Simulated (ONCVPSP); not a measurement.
**Logarithmic derivatives: Sr (Z = 38), ONCV**

| Property | Result |
| --- | --- |
| Element | Sr (Z = 38) |
| Generator | ONCVPSP 4.0.1 |
| Type | optimised norm-conserving Vanderbilt (ONCV) |
| Functional | PBE |
| Relativity | scalar-relativistic |
| Frozen core | [Ar] 3d10 |
| Valence charge | 10 |
| Reference configuration | 4s2 4p6 5s1 5p1 |
| Partial waves | 4s+5s: rc 2.15 bohr, ncon 5, nbas 8, qcut 6.4 1/bohr, 2 projectors; 4p+5p: rc 2.90 bohr, ncon 4, nbas 7, qcut 4.3 1/bohr, 2 projectors; d scattering state at 0.02 Ha: rc 2.55 bohr, ncon 4, nbas 8, qcut 4.2 1/bohr, 3 projectors, debl 1.9 Ha |
| Local potential | polynomial inside 2.10 bohr (lpopt 4, dvloc0 -1 Ha) |
| Core correction | Teter function, fcfact 3.5, rcfact 1.6 |

In the d channel the program set the typed energies aside and used 0.050, 1.950, 3.850 Ha.

The phase is arctan(r·R′/R) of the radial function R(r), unwrapped; energies in Ha, scanned from -3 to 5 Ha. A pole is an energy at which the radial function vanishes at the test radius. The pseudo phase is shifted by a multiple of π to meet the all-electron one at the reference energy, and phase errors are pseudo minus all-electron; the curves can meet again beyond the range given. Levels narrower than the energy grid can be missing from the lists of poles.

Question: For each channel, where are the poles, and over which energies does the pseudopotential scatter like the atom?

Answer:

```csv
channel,radius (bohr),reference energy (Ha),"poles, all-electron","poles, pseudo",unbroken range about the reference energy with phases within 0.05 rad,phase error 1 Ha above the reference energy (rad)
s,2.18,-0.15,"-1.27, 3.85","-1.27, 3.73",the whole range,-0.003
p,2.94,-0.07,"-0.81, 1.74","-0.81, 1.75",below 3.0,+0.001
d,2.59,0.05,"0.49, 3.76","0.49, 3.76",the whole range,-0.000
```

Phases in the p channel:

```json
{"E (Ha)": "-2.98", "all-electron": "1.396", "pseudo": "1.396"}
{"E (Ha)": "-2.54", "all-electron": "1.375", "pseudo": "1.375"}
{"E (Ha)": "-2.10", "all-electron": "1.343", "pseudo": "1.343"}
{"E (Ha)": "-1.66", "all-electron": "1.288", "pseudo": "1.288"}
{"E (Ha)": "-1.22", "all-electron": "1.113", "pseudo": "1.113"}
{"E (Ha)": "-0.78", "all-electron": "-1.625", "pseudo": "-1.625"}
{"E (Ha)": "-0.34", "all-electron": "-1.960", "pseudo": "-1.960"}
{"E (Ha)": "0.10", "all-electron": "-2.643", "pseudo": "-2.643"}
{"E (Ha)": "0.54", "all-electron": "-4.159", "pseudo": "-4.159"}
{"E (Ha)": "0.98", "all-electron": "-4.525", "pseudo": "-4.525"}
{"E (Ha)": "1.42", "all-electron": "-4.653", "pseudo": "-4.652"}
{"E (Ha)": "1.86", "all-electron": "-4.732", "pseudo": "-4.730"}
{"E (Ha)": "2.30", "all-electron": "-4.808", "pseudo": "-4.803"}
{"E (Ha)": "2.74", "all-electron": "-4.931", "pseudo": "-4.914"}
{"E (Ha)": "3.18", "all-electron": "-5.409", "pseudo": "-5.259"}
{"E (Ha)": "3.62", "all-electron": "-7.319", "pseudo": "-7.086"}
{"E (Ha)": "4.06", "all-electron": "-7.655", "pseudo": "-7.600"}
{"E (Ha)": "4.50", "all-electron": "-7.751", "pseudo": "-7.720"}
{"E (Ha)": "4.94", "all-electron": "-7.801", "pseudo": "-7.776"}
```
